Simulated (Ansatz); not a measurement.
I4Ti, charge +1, doublet, at a GFN2-xTB geometry (such geometries of metal compounds can be far from the true shape) (the multiplicity is a formal guess) (all electrons, no relativity).

The Ansatz (a program for electronic structure) input:
Ansatz 0.2 input:
```yaml
crystal:
  periodic: [false, false, false]
  atoms:
    - {symbol: Ti, position_ang: [-0.00000000, -0.00000000, -0.00000000]}
    - {symbol: I, position_ang: [2.11862172, -0.60210670, -1.51271761]}
    - {symbol: I, position_ang: [0.79661383, 0.44695538, 2.51098433]}
    - {symbol: I, position_ang: [-1.18673407, 2.19238879, -0.96150853]}
    - {symbol: I, position_ang: [-1.72850148, -2.03723747, -0.03675819]}
basis:
  gaussian:
    orbitals: 3-21G.json
hamiltonian:
  xc: blyp
  dispersion: d4
total_charge: 1
magnetization: {spin_polarized: true, initial_magnetization: 1}
```
The basis file holds 3-21G in the JSON format of the Basis Set Exchange.

Problem. Predict the total energy from Ansatz with BLYP-D4/3-21G.

Solution. -28407.5596 Eh

Problem. What is the computed number of basis functions (BLYP-D4/3-21G)?

Solution. 161

Problem. What is the computed <S^2> (BLYP-D4/3-21G)?

Solution. 0.758

Problem. Roughly what does it cost on one core?

Solution. about 2.8 core-minutes (a rough figure).
